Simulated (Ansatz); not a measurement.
A basis-limit estimate, worked out

An elementary step of SiH₂OF₂, closed shell (SiH₂OF₂ ([OH][SiH]([F])[F]) → SiOF₂ ([O][Si]([F])[F]) + H₂; Si–H, O–H broken or loosened, H–H formed or tightened). “Start” and “end” are the PBE0-D4/def2-TZVP structures reached by relaxing down either side of its saddle point, with the molecules still in contact.

Computed with Ansatz 0.2.0 (basis: def2-TZVPP and def2-QZVPP); correlated methods freeze the cores.

Energies in eV:

| quantity | end | start |
| --- | --- | --- |
| Hartree–Fock, triple zeta (X = 3) | -15349.19151 | -15352.17295 |
| Hartree–Fock, quadruple zeta (X = 4) | -15349.83506 | -15352.81033 |
| MP2 correlation, X = 3 | -23.82839 | -23.28330 |
| MP2 correlation, X = 4 | -25.96947 | -25.43151 |
| CCSD(T) correlation, X = 3 | -24.70715 | -24.24650 |

Work out the step energy at the basis limit: extrapolate Hartree–Fock as E(X) = E∞ + A exp(−7.88 √X) and the MP2 correlation as E(X) = E∞ + B X^−2.97 (the exponents that Neese and Valeev fitted for def2-TZVPP and QZVPP), then add CCSD(T) − MP2 in triple zeta.

Each step is linear, so take the differences first (end − start): Hartree–Fock 2.98144 (X = 3) and 2.97527 (X = 4); MP2 correlation -0.54509 and -0.53796; CCSD(T) correlation -0.46065.
Two points give E∞ = E(4) + w [E(4) − E(3)], with w = 1/(exp(7.88 (2 − √3)) − 1) = 0.1377 for Hartree–Fock and w = 1/((4/3)^2.97 − 1) = 0.7407 for the correlation.
Hartree–Fock: 2.97527 + 0.1377 × (-0.00617) = 2.9744 eV.
MP2 correlation: -0.53796 + 0.7407 × 0.00713 = -0.5327 eV.
CCSD(T) − MP2: -0.46065 − (-0.54509) = 0.0844 eV.
Sum: 2.9744 + (-0.5327) + 0.0844 = 2.5261 eV, or 58.25 kcal/mol. Plain CCSD(T) in triple zeta gives 2.5208 eV, so the larger basis shifts the result by 0.0053 eV.

No T1 diagnostic of these runs exceeds 0.016.

Labels in which every atom is bracketed show which atoms are joined, not bond orders.

For scale, one of the runs: CCSD(T)/def2-TZVPP, 163 basis functions, launched by `ansatz run in.yaml --threads 2 --pin off --events-out ev --progress --plain --max-ram 4352MiB`. The run took 45 s on 2 CPU threads of an Arm Neoverse V1 (shared host), with 1.3 GiB of host memory at its peak.
